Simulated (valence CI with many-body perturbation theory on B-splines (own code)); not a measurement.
Level structure of Au⁴⁷⁺

Computed by valence CI with perturbative core correlation (CI+MBPT): four valence electrons over a frozen Dirac-Fock core [Ar] 3d10, a basis of 9 s, 9 p, 8 d, 6 f, 3 g, 1 h functions for each j, with the one-electron correlation potential Σ1 (screened to all orders), the two-electron term Σ2, the three-electron term Σ3, Breit, model QED; selected single and double excitations, second order for the rest, scaled by the run's own slope (own B-spline code, finite nucleus).

The last digits are not significant, and no measured levels were compared; by estimate large intervals hold to a few tenths of a per cent, small ones and those within an open d or f shell to about a per cent.

Levels 1 to 34 of 34, with energies above the lowest level, (4s^2 4p1/2^2) J=0. "Leading %" is the weight of the configuration and term that name the level; weights of strongly mixed levels are sums over their largest components and can fall short, so below about 35 % the name and the second component can differ from the true leading terms, or belong to a minority configuration. In the jj column 3d3/2^4 stands for four electrons in 3d with j = 3/2.

| No. | Configuration | Term | J | E (eV) | Leading % | Leading jj | Second component |
| --- | --- | --- | --- | --- | --- | --- | --- |
| 1 | 4s2 4p2 | 3P | 0 | 0.00 | 69 | 4s^2 4p1/2^2 (99 %) | 30 % 4s2 4p2 1S |
| 2 | 4s2 4p2 | 3P | 1 | 131.65 | 99 | 4s^2 4p1/2 4p3/2 (99 %) |  |
| 3 | 4s2 4p2 | 1D | 2 | 136.37 | 64 | 4s^2 4p1/2 4p3/2 (99 %) | 36 % 4s2 4p2 3P |
| 4 | 4s 4p3 | 3P° | 2 | 240.88 | 46 | 4s 4p1/2^2 4p3/2 (97 %) | 29 % 4s 4p3 5S° |
| 5 | 4s 4p3 | 3D° | 1 | 257.00 | 34 | 4s 4p1/2^2 4p3/2 (94 %) | 26 % 4s 4p3 1P° |
| 6 | 4s2 4p2 | 3P | 2 | 271.61 | 64 | 4s^2 4p3/2^2 (99 %) | 35 % 4s2 4p2 1D |
| 7 | 4s2 4p2 | 1S | 0 | 281.77 | 69 | 4s^2 4p3/2^2 (99 %) | 30 % 4s2 4p2 3P |
| 8 | 4s2 4p 4d | 3F° | 2 | 302.50 | 74 | 4s^2 4p1/2 4d3/2 (99 %) | 20 % 4s2 4p 4d 1D° |
| 9 | 4s2 4p 4d | 3D° | 1 | 322.89 | 50 | 4s^2 4p1/2 4d3/2 (94 %) | 27 % 4s2 4p 4d 1P° |
| 10 | 4s2 4p 4d | 3P° | 2 | 340.12 | 41 | 4s^2 4p1/2 4d5/2 (89 %) | 31 % 4s2 4p 4d 3D° |
| 11 | 4s2 4p 4d | 3F° | 3 | 341.60 | 51 | 4s^2 4p1/2 4d5/2 (94 %) | 22 % 4s2 4p 4d 1F° |
| 12 | 4s 4p3 | 3D° | 2 | 370.66 | 48 | 4s 4p1/2 4p3/2^2 (89 %) | 40 % 4s 4p3 5S° |
| 13 | 4s 4p3 | 3D° | 3 | 379.35 | 93 | 4s 4p1/2 4p3/2^2 (93 %) | 5 % 4s2 4p 4d 3F° |
| 14 | 4s 4p3 | 3P° | 0 | 385.09 | 96 | 4s 4p1/2 4p3/2^2 (96 %) |  |
| 15 | 4s 4p3 | 3P° | 1 | 392.96 | 46 | 4s 4p1/2 4p3/2^2 (94 %) | 20 % 4s 4p3 3D° |
| 16 | 4s 4p3 | 1D° | 2 | 395.26 | 69 | 4s 4p1/2 4p3/2^2 (91 %) | 15 % 4s 4p3 3D° |
| 17 | 4s 4p3 | 3S° | 1 | 396.91 | 37 | 4s 4p1/2 4p3/2^2 (97 %) | 23 % 4s 4p3 3D° |
| 18 | 4s 4p2 4d | 3D | 1 | 413.04 | 42 | 4s 4p1/2^2 4d3/2 (98 %) | 41 % 4s 4p2 4d 5F |
| 19 | 4s 4p2 4d | 3D | 2 | 416.96 | 29 | 4s 4p1/2^2 4d3/2 (95 %) | 21 % 4s 4p2 4d 5F |
| 20 | 4s 4p2 4d | 3D | 3 | 449.11 | 33 | 4s 4p1/2^2 4d5/2 (96 %) | 21 % 4s 4p2 4d 5D |
| 21 | 4s2 4p 4d | 3D° | 2 | 451.71 | 50 | 4s^2 4p3/2 4d3/2 (91 %) | 23 % 4s2 4p 4d 1D° |
| 22 | 4s2 4p 4d | 3P° | 1 | 453.53 | 55 | 4s^2 4p3/2 4d3/2 (94 %) | 35 % 4s2 4p 4d 3D° |
| 23 | 4s2 4p 4d | 3P° | 0 | 453.91 | 95 | 4s^2 4p3/2 4d3/2 (95 %) |  |
| 24 | 4s2 4p 4d | 3F° | 3 | 454.07 | 43 | 4s^2 4p3/2 4d3/2 (93 %) | 34 % 4s2 4p 4d 1F° |
| 25 | 4s 4p2 4d | 3F | 2 | 457.37 | 27 | 4s 4p1/2^2 4d5/2 (91 %) | 21 % 4s 4p2 4d 1D |
| 26 | 4s2 4p 4d | 3F° | 4 | 469.56 | 99 | 4s^2 4p3/2 4d5/2 (99 %) |  |
| 27 | 4s2 4p 4d | 3P° | 2 | 473.37 | 42 | 4s^2 4p3/2 4d5/2 (91 %) | 37 % 4s2 4p 4d 1D° |
| 28 | 4s2 4p 4d | 3D° | 3 | 489.46 | 57 | 4s^2 4p3/2 4d5/2 (94 %) | 41 % 4s2 4p 4d 1F° |
| 29 | 4s2 4p 4d | 1P° | 1 | 492.26 | 63 | 4s^2 4p3/2 4d5/2 (95 %) | 23 % 4s2 4p 4d 3P° |
| 30 | 4p4 | 3P | 2 | 504.76 | 57 | 4p1/2^2 4p3/2^2 (84 %) | 27 % 4p4 1D |
| 31 | 4p4 | 1S | 0 | 512.46 | 55 | 4p1/2^2 4p3/2^2 (87 %) | 32 % 4p4 3P |
| 32 | 4s 4p3 | 3P° | 2 | 524.54 | 47 | 4s 4p3/2^3 (91 %) | 16 % 4s 4p3 1D° |
| 33 | 4s2 4p 4f | 3G | 3 | 525.66 | 63 | 4s^2 4p1/2 4f5/2 (86 %) | 16 % 4s2 4p 4f 1F |
| 34 | 4s2 4p 4f | 3F | 2 | 532.12 | 38 | 4s^2 4p1/2 4f5/2 (78 %) | 23 % 4s2 4p 4f 1D |

The ionisation energy to 4s2 4p 2P°_1/2 of the next ion comes out as 2641.9 eV (NIST: 2640 ± 4 eV (theoretical)). All 34 levels together are meant to be complete up to 532.96 eV.
